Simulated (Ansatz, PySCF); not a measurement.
Molecule: sum formula BClF, charge 0, multiplicity 2. It need not be the lowest isomer of its formula. 
Coordinates optimised at B3LYP-D3(BJ)/def2-TZVP (Ansatz, a program for electronic structure):
```xyz
3

B     -0.7807    -0.2385     0.0033
F     -1.3715     0.9238     0.0097
Cl     0.9557    -0.4189    -0.0061
```
Charge 0, spin multiplicity 2.

Total electronic energies in hartree. Valence correlation only, unless marked. UHF or UKS for open shells. Spin-orbit coupling is left out. Non-relativistic. CBS(X,Y): correlation extrapolated as X^-3; Hartree-Fock from the larger set.

```
level                                        program  energy (Eh)
------------------------------------  --------------  -----------
revPBE-D4/def2-TZVPD                  Ansatz + dftd4   -584.86099
BP86-D4/def2-TZVPD                     PySCF + dftd4   -585.01914
TPSS-D3(BJ)/def2-TZVPD                 PySCF + dftd3   -585.01463
TPSS-D4/def2-TZVPD                     PySCF + dftd4   -585.01495
B3LYP-D3(BJ)/def2-TZVPD               Ansatz + dftd3   -584.99992
B3LYP/def2-TZVPD                               PySCF   -584.99722
PBE0/6-31G*                                   Ansatz   -584.60783
r2SCAN0/def2-TZVPD                            Ansatz   -584.87676
PW6B95-D3(BJ)/def2-TZVPD               PySCF + dftd3   -585.47530
CAM-B3LYP-D3(BJ)/def2-TZVPD           Ansatz + dftd3   -584.95558
CAM-B3LYP-D4/def2-TZVPD               Ansatz + dftd4   -584.95574
RPA@PBE/cc-pV(Q+d)Z                           Ansatz   -584.60627
MP2/STO-3G                                    Ansatz   -577.07037
MP2/cc-pV(D+d)Z                               Ansatz   -584.05084
CCSD/cc-pV(D+d)Z                              Ansatz   -584.06976
CCSD/cc-pwCVTZ                                Ansatz   -584.26720
CCSD(T)/STO-3G                                Ansatz   -577.08661
CCSD(T)/cc-pV(D+d)Z                           Ansatz   -584.07922
CCSD(T)/cc-pVDZ                                PySCF   -584.07264
CCSD(T)/cc-pVTZ                               Ansatz   -584.27311
CCSD(T)/cc-pwCVTZ                             Ansatz   -584.28802
CCSD(T)/cc-pV(Q+d)Z                           Ansatz   -584.33652
CCSD(T)/CBS(cc-pV(T+d)Z,cc-pV(Q+d)Z)          Ansatz    -584.3711
```

Totals of different functionals don't rank their quality; only differences between species are comparable.
